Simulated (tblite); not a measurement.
Compound: C2H5BrGeSi.
Numbering: `[GeH3:1][C:2]#[C:3][SiH2:4][Br:5]` (hydrogens: H6, H7, H8 on Ge1; H9, H10 on Si4)

Computed with GFN2-xTB (tblite), gas phase: L-BFGS steps from a force-field or distance-geometry start until the largest atomic force falls under 0.01 eV/Å.

Step 9: E = -395.5589 eV
```
atom  x, y, z in Å  |  force x, y, z in eV/Å
Ge1     2.4570    0.3918    0.3041    0.151   0.042   0.034
C2      0.6171    0.0749    0.0212   -0.026   0.000   0.011
C3     -0.5648   -0.1233   -0.1476   -0.024  -0.021  -0.045
Si4    -2.3471   -0.4530   -0.4655   -0.074   0.003  -0.004
Br5    -3.4856    0.2597    1.3158    0.031  -0.015  -0.037
H6      2.6526    0.8201    1.7152    0.004   0.009   0.020
H7      2.9047    1.4606   -0.6332   -0.011   0.000  -0.005
H8      3.2055   -0.8686    0.0368   -0.011  -0.016  -0.009
H9     -2.6009   -1.8800   -0.5721   -0.019  -0.046   0.034
H10    -2.8295    0.3224   -1.5972   -0.020   0.044   0.000
```

Step 10: E = -395.5600 eV
```
atom  x, y, z in Å  |  force x, y, z in eV/Å
Ge1     2.4591    0.3929    0.3055    0.111   0.025   0.025
C2      0.6166    0.0749    0.0226    0.026   0.011   0.015
C3     -0.5649   -0.1233   -0.1492   -0.047  -0.033  -0.057
Si4    -2.3473   -0.4557   -0.4700   -0.036   0.037   0.019
Br5    -3.4825    0.2578    1.3110    0.012  -0.003  -0.005
H6      2.6533    0.8214    1.7181    0.006   0.003  -0.001
H7      2.9050    1.4619   -0.6347   -0.014  -0.014   0.011
H8      3.2056   -0.8707    0.0358   -0.022   0.012   0.000
H9     -2.6036   -1.8815   -0.5669   -0.018  -0.070   0.012
H10    -2.8323    0.3270   -1.5947   -0.017   0.032  -0.020
```

Q: Estimate the geometry and energy of step 11. (The exact step hangs on the optimiser's Hessian estimate; all steps are aligned on step 10, rigid shifts and turns removed.)

A: E = -395.5605 eV, largest force 0.066 eV/Å
```
atom  x, y, z in Å  |  force x, y, z in eV/Å
Ge1     2.4622    0.3939    0.3067    0.036   0.005   0.014
C2      0.6163    0.0750    0.0236    0.037   0.014   0.014
C3     -0.5651   -0.1238   -0.1510   -0.018  -0.031  -0.055
Si4    -2.3482   -0.4569   -0.4725   -0.004   0.030   0.016
Br5    -3.4805    0.2566    1.3080   -0.005   0.008   0.023
H6      2.6538    0.8222    1.7198    0.012   0.002  -0.005
H7      2.9049    1.4625   -0.6354   -0.010  -0.013   0.014
H8      3.2053   -0.8717    0.0352   -0.019   0.020   0.004
H9     -2.6055   -1.8835   -0.5635   -0.014  -0.055   0.001
H10    -2.8344    0.3304   -1.5935   -0.015   0.020  -0.025
```

The energy changes by -0.0006 eV. The first-order estimate −F·Δx gives -0.0008 eV and the mean of the old and new forces, exact on a quadratic surface, -0.0006 eV. The step makes an angle of 59° with the force vector and moves no atom by more than 0.004 Å.

What follows is the cost of the whole relaxation. On one thread of an Arm Neoverse N1, no GPU, shared host with 64 logical CPUs at a one-minute load of 55, this took 0.42 s of wall time.
